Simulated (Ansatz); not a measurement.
`[SiH3][O][Mg][SH]` and `[SiH3][O][Mg][Cl]` differ in one atom or group.

Ansatz, PBE0-D4/def2-TZVP geometries, multiplicity 1. Each molecule was computed in one conformer, which needn't be the lowest.

| property | `[SiH3][O][Mg][SH]` |
| --- | --- |
| HOMO energy (PBE0/def2-TZVPP) / eV | -7.37 |
| HOMO–LUMO gap (PBE/def2-TZVPP) / eV | 3.92 |
| size of the dipole moment (PBE/def2-TZVPP) / D | 0.95 |
| size of the dipole moment (B3LYP/def2-TZVPP) / D | 0.85 |
| HOMO energy (B3LYP/def2-TZVPP) / eV | -7.12 |
| size of the dipole moment (ωB97M-V/def2-TZVPP) / D | 0.82 |

(1) What does the change do to each property? (An estimate is asked.)

Answers

(1) Ansatz gave: 
```tsv
property	`[SiH3][O][Mg][Cl]`	shift
HOMO energy (PBE0/def2-TZVPP) / eV	-8.30	-0.93
HOMO–LUMO gap (PBE/def2-TZVPP) / eV	4.43	0.51
size of the dipole moment (PBE/def2-TZVPP) / D	0.01	-0.94
size of the dipole moment (B3LYP/def2-TZVPP) / D	0.10	-0.75
HOMO energy (B3LYP/def2-TZVPP) / eV	-8.10	-0.98
size of the dipole moment (ωB97M-V/def2-TZVPP) / D	0.11	-0.71
```

With PBE0 the HOMO falls by 0.93 eV and the LUMO falls by 0.15 eV, so the gap widens by about 0.78 eV. PBE moves the HOMO by -0.68 eV and ωB97M-V by -1.07 eV. Dipoles are sizes alone; their direction can turn.

B3LYP here is the variant with VWN-RPA as its local correlation; programs differ in this.
